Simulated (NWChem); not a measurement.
A series in which one site is exchanged, each optimised at PBE0/def2-SVP with NWChem, gas phase unless a solvent is named. All stand in one matching conformer (torsions within 35°), which need not be the lowest. For some, no frequency run checked for a minimum. def2 effective core potentials on Sn; no spin-orbit coupling.

A: [SnH2]([Cl])[NH2] (SnNH4Cl; site = Cl)
B: [NH2][SnH3] (SnNH5; site = H)
C: [NH2][SnH2][F] (SnNH4F; site = F)
D: [NH2][SnH2][Br] (SnNH₄Br; site = Br)

```
quantity                                                     A     B     C           D
--------------------------------------------------------  ----  ----  ----  ----------
dipole (D), PBE0/def2-SVP                                 1.84  1.21  1.89  (withheld)
orbital gap (eV), PBE0/def2-SVP                           7.14  7.19  7.56  (withheld)
static polarisability, CAM-B3LYP/def2-SVPD (bohr³)        63.5  51.7  47.5  (withheld)
lowest singlet excitation, CAM-B3LYP/def2-SVPD, TDA (eV)  6.23  5.85  6.38  (withheld)
```

Q: What belongs in the gaps?

A: 
- dipole (D), PBE0/def2-SVP, D: 3.04
- orbital gap (eV), PBE0/def2-SVP, D: 6.71
- static polarisability, CAM-B3LYP/def2-SVPD (bohr³), D: 71.3
- lowest singlet excitation, CAM-B3LYP/def2-SVPD, TDA (eV), D: 5.74
